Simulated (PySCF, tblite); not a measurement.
Isomers of C5H11NSi2. Computed values, GFN2-xTB/tblite, gas phase, harmonic and unscaled. The method is semi-empirical: single wavenumbers can be off by several per cent or more. Modes of hydrogen on silicon can be 10 to 20 % off. One conformer each.

Electronic energies: PBE0/pcSseg-1 single points on the GFN2-xTB geometries (PySCF, gas phase).

```
                     SMILES  electronic energy, lowest = 0 (kJ/mol)
   N#CC/C(=C/[SiH3])C[SiH3]                                   186.2
     N#CC/C=C\C[SiH2][SiH3]                                   180.5
 C#CC[C@@H]1C[SiH2][Si@H]1N                                   220.3
       C=CCC[SiH2][SiH2]C#N                                   147.1
  C/C=C\[Si@@H]1C=C[SiH2]N1                                     0.0
N#C[C@H]1C[Si@H](C[SiH3])C1                                   119.6
```

Task: How do GFN2-xTB zero-point energies change the relative energies?

Result: 
| SMILES | ZPE (kJ/mol) | of it from modes above 1550 cm⁻¹ | electronic (kJ/mol) | with ZPE, lowest = 0 (kJ/mol) | lowest mode (cm⁻¹) | rings |
| --- | --- | --- | --- | --- | --- | --- |
| C/C=C\[Si@@H]1C=C[SiH2]N1 | 371.4 | 206.4 | 0.0 | 0.0 | 42 | 1 |
| N#C[C@H]1C[Si@H](C[SiH3])C1 | 365.6 | 193.7 | 119.6 | 113.9 | 9 | 1 |
| C=CCC[SiH2][SiH2]C#N | 362.8 | 203.3 | 147.1 | 138.5 | 17 | 0 |
| N#CC/C=C\C[SiH2][SiH3] | 356.2 | 198.8 | 180.5 | 165.4 | 5 | 0 |
| N#CC/C(=C/[SiH3])C[SiH3] | 349.7 | 194.3 | 186.2 | 164.5 | 30 | 0 |
| C#CC[C@@H]1C[SiH2][Si@H]1N | 369.1 | 203.1 | 220.3 | 218.0 | 51 | 1 |

The zero-point energies span 21.7 kJ/mol, from `N#CC/C(=C/[SiH3])C[SiH3]` to `C/C=C\[Si@@H]1C=C[SiH2]N1`. The lowest isomer stays, but the order above it changes.

Task: And how do the electronic energies of GFN2-xTB itself compare?

Result: `C/C=C\[Si@@H]1C=C[SiH2]N1` 0.0; `N#C[C@H]1C[Si@H](C[SiH3])C1` 97.9; `C=CCC[SiH2][SiH2]C#N` 166.3; `N#CC/C=C\C[SiH2][SiH3]` 122.7; `N#CC/C(=C/[SiH3])C[SiH3]` 75.8; `C#CC[C@@H]1C[SiH2][Si@H]1N` 167.0 kJ/mol, lowest = 0. Against the energies above, taken from the same isomer `C/C=C\[Si@@H]1C=C[SiH2]N1`, the largest difference is 110.4 kJ/mol.

Task: What do entropy and thermal enthalpy add at 298.15 K and 1 bar (rigid rotor, harmonic oscillator, one conformer each)?

Result: 
```csv
SMILES,point group,symmetry number,S (J/(mol K)),H − H(0) (kJ/mol),ZPE + H − H(0) − TS (kJ/mol)
C/C=C\[Si@@H]1C=C[SiH2]N1,C1,1,427.7,31.21,275.1
N#CC/C(=C/[SiH3])C[SiH3],C1,1,453.0,33.52,248.2
C#CC[C@@H]1C[SiH2][Si@H]1N,C1,1,437.7,32.88,271.5
```

Not tabulated: `N#C[C@H]1C[Si@H](C[SiH3])C1` (lowest mode only 8 cm⁻¹); `C=CCC[SiH2][SiH2]C#N` (lowest mode only 17 cm⁻¹); `N#CC/C=C\C[SiH2][SiH3]` (lowest mode only 5 cm⁻¹).
